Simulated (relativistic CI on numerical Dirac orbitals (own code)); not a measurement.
**d7 in a ligand field**

Computed with a parametric ligand-field model of a d^n configuration (Racah B and C, spin-orbit zeta, crystal field), exact diagonalisation.

Field parameters in Wybourne normalisation: Oh B⁴₀ = 21Dq, B⁴₄ = √(5/14) B⁴₀; Td as Oh with Dq negative (B⁴₀ = 21Dq, B⁴₄ = √(5/14) B⁴₀). The field is a parameter set, without covalency.

(1) Lowest levels for B = 600, C = 2770, ζ = 1600 cm⁻¹, Oh, 10Dq = 33350 cm⁻¹?

(2) Lowest levels for B = 310, C = 1480, ζ = 1300 cm⁻¹, Td, 10Dq = -8400 cm⁻¹?

(3) Lowest levels for B = 710, C = 2550, ζ = 490 cm⁻¹, Oh, 10Dq = 30300 cm⁻¹?

(4) Lowest levels for B = 630, C = 3050, ζ = 310 cm⁻¹, Oh, 10Dq = 19350 cm⁻¹?

(5) Lowest levels for B = 860, C = 4130, ζ = 810 cm⁻¹, Oh, 10Dq = 39750 cm⁻¹?

Answers

(1) Γ8 0 (S 0.52), Γ6 18780 (S 1.50), Γ8 19660 (S 1.49), Γ7 21396 (S 1.50), Γ8 21466 (S 1.49), Γ8 30634 (S 0.52), Γ8 32013 (S 0.52), Γ6 32082 (S 0.51), Γ7 32439 (S 0.51) cm⁻¹, with S from ⟨S²⟩ = S(S + 1). The ground level has 1.03 electrons in the cubic e pair.

(2) Γ8 0 (S 1.48), Γ8 5530 (S 0.88), Γ6 6288 (S 0.78), Γ8 6894 (S 0.72), Γ8 8965 (S 1.29), Γ7 8990 (S 1.17), Γ6 8992 (S 1.36), Γ8 9238 (S 1.30), Γ7 9625 (S 1.21) cm⁻¹, with S from ⟨S²⟩ = S(S + 1). The ground level has 3.95 electrons in the cubic e pair.

(3) Γ8 0 (S 0.50), Γ6 16967 (S 1.50), Γ8 17258 (S 1.50), Γ7 17767 (S 1.50), Γ8 17776 (S 1.50), Γ8 28215 (S 0.50), Γ6 28572 (S 0.50), Γ8 28904 (S 0.50), Γ7 29053 (S 0.50) cm⁻¹, with S from ⟨S²⟩ = S(S + 1). The ground level has 1.02 electrons in the cubic e pair.

(4) Γ8 0 (S 0.51), Γ6 4831 (S 1.50), Γ8 5026 (S 1.50), Γ7 5356 (S 1.50), Γ8 5376 (S 1.50), Γ8 17201 (S 0.50), Γ6 17420 (S 0.50), Γ8 17915 (S 0.51), Γ7 18066 (S 0.50) cm⁻¹, with S from ⟨S²⟩ = S(S + 1). The ground level has 1.04 electrons in the cubic e pair.

(5) Γ8 0 (S 0.50), Γ6 19544 (S 1.50), Γ8 20021 (S 1.50), Γ7 20859 (S 1.50), Γ8 20882 (S 1.50), Γ8 36408 (S 0.50), Γ6 36996 (S 0.50), Γ8 37588 (S 0.50), Γ7 37907 (S 0.50) cm⁻¹, with S from ⟨S²⟩ = S(S + 1). The ground level has 1.02 electrons in the cubic e pair.
